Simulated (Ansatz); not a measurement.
Reaction (SMILES): [SiH3]CCCO[SiH3] + 5 [H][H] (H2) -> 3 C (CH4) + O (H2O) + 2 [SiH4] (SiH4)
Structures are relaxed separately at B3LYP-D3(BJ)/def2-TZVP in Ansatz (a program for electronic structure), one conformer each, not searched for the lowest.

Quantity: energy of full hydrogenation (electronic energy difference), in eV. Valence correlation only, unless marked. Spin-orbit coupling is left out. Non-relativistic unless marked X2C. Basis-set limits of correlation are two-point, X^-3; Hartree-Fock from the larger set.

```tsv
level	program	energy of full hydrogenation (eV)
BLYP/def2-TZVPD	Ansatz	-2.61
```

Problem. Predict the CCSD(T)/CBS(cc-pV(T+d)Z,cc-pV(Q+d)Z) result (Ansatz).

Solution. -2.16 eV, so BLYP/def2-TZVPD differs from it by -0.45 eV.
